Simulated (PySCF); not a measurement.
Excitations are Tamm–Dancoff values on a coarser integration grid. The basis has no diffuse functions, so Rydberg states are missing or too high.

Cartesian coordinates (Å):
```xyz
7

C     -1.8559     0.1705    -0.7880
C     -0.7201    -0.1926    -0.7135
O      0.5122    -0.6442    -0.6885
C      1.4080    -0.0674     0.2029
O      1.1524     0.8101     0.9540
H     -2.8625     0.5015    -0.8449
H      2.3659    -0.5780     0.0684
```
Charge 0, multiplicity 1.

**Question.** Estimate the brightest of the four lowest singlets (TDA), dipole moment and S1–T1 gap (TDA) that PySCF 2.14.0 with PBE-D3(BJ)/def2-TZVP // B3LYP-D3(BJ)/def2-TZVP returns for this input.

**Answer.** 
```json
{
 "brightest of the four lowest singlets (TDA)": "5.15 eV",
 "dipole_moment": "0.281 e·Å",
 "S1–T1 gap (TDA)": "0.59 eV"
}
```
